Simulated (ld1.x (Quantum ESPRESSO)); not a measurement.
**iridium (Ir) ultrasoft: all-electron and pseudo phase curves**

```
Element                 : Ir
Generator               : ld1.x (Quantum ESPRESSO) 7.5
Type                    : ultrasoft
Functional              : PBE
Relativity              : scalar-relativistic
Frozen core             : [Xe] 4f14
Valence charge          : 9
Reference configuration : 5d6 6s0 6p0 (charge +3)
Partial waves           : 6s (bound, empty): rcut 1.80, rcutus 2.35 bohr; 6s channel at -1 Ry: rcut 1.80, rcutus 2.35 bohr; 6p (bound, empty): rcut 1.60, rcutus 2.15 bohr; 6p channel at -0.5 Ry: rcut 1.60, rcutus 2.15 bohr; 5d (bound): rcut 1.65, rcutus 2.05 bohr; 5d channel at -1.25 Ry: rcut 1.65, rcutus 2.05 bohr
Local potential         : all-electron potential smoothed inside 2.10 bohr (lloc = -1)
Core correction         : a·sin(br)/r model core inside 1.55 bohr
Augmentation charge     : PSQ, radius 1.70 bohr
```

The phase is arctan(r·u′/u) with u = r·R(r), unwrapped; energies in Ry, scanned from -5 to 5 Ry. A pole is an energy at which the radial function vanishes at the test radius. The pseudo phase is shifted by a multiple of π to meet the all-electron one at the reference energy, and phase errors are pseudo minus all-electron; the curves can meet again beyond the range given. Levels narrower than the energy grid can be missing from the lists of poles.

| channel | radius (bohr) | reference energy (Ry) | poles, all-electron | poles, pseudo | unbroken range about the reference energy with phases within 0.05 rad | phase error 1 Ry above the reference energy (rad) |
| --- | --- | --- | --- | --- | --- | --- |
| s | 2.55 | -2.31 | -0.27 | -0.27 | below 3.3 | -0.001 |
| p | 2.55 | -1.66 | 1.54 | 1.55 | the whole range | +0.000 |
| d | 2.55 | -2.71 | -2.34, 4.55 | -2.34, 4.43 | the whole range | +0.000 |

Note: ghost state, extra bound levels that the all-electron valence spectrum of the same l lacks: p at -72.4 eV. A true bound ghost makes a file unfit for plane-wave use.

Phases in the s channel:

```csv
E (Ry),all-electron,pseudo
-5.00,1.285,1.284
-4.74,1.262,1.262
-4.48,1.235,1.234
-4.22,1.200,1.199
-3.96,1.152,1.152
-3.70,1.086,1.085
-3.44,0.987,0.986
-3.18,0.824,0.823
-2.92,0.532,0.531
-2.66,0.021,0.020
-2.40,-0.578,-0.578
-2.14,-0.974,-0.974
-1.88,-1.191,-1.191
-1.62,-1.319,-1.319
-1.36,-1.401,-1.401
-1.10,-1.459,-1.459
-0.84,-1.503,-1.503
-0.58,-1.537,-1.537
-0.32,-1.566,-1.566
-0.06,-1.591,-1.591
0.20,-1.613,-1.613
0.46,-1.634,-1.634
0.72,-1.654,-1.654
0.98,-1.674,-1.674
1.24,-1.694,-1.695
1.50,-1.716,-1.717
1.76,-1.740,-1.742
2.02,-1.767,-1.770
2.28,-1.799,-1.804
2.54,-1.838,-1.847
2.80,-1.888,-1.903
3.06,-1.955,-1.982
3.32,-2.050,-2.102
3.58,-2.198,-2.305
3.84,-2.443,-2.673
4.10,-2.854,-3.259
4.36,-3.397,-3.800
4.62,-3.837,-4.117
4.88,-4.104,-4.293
```
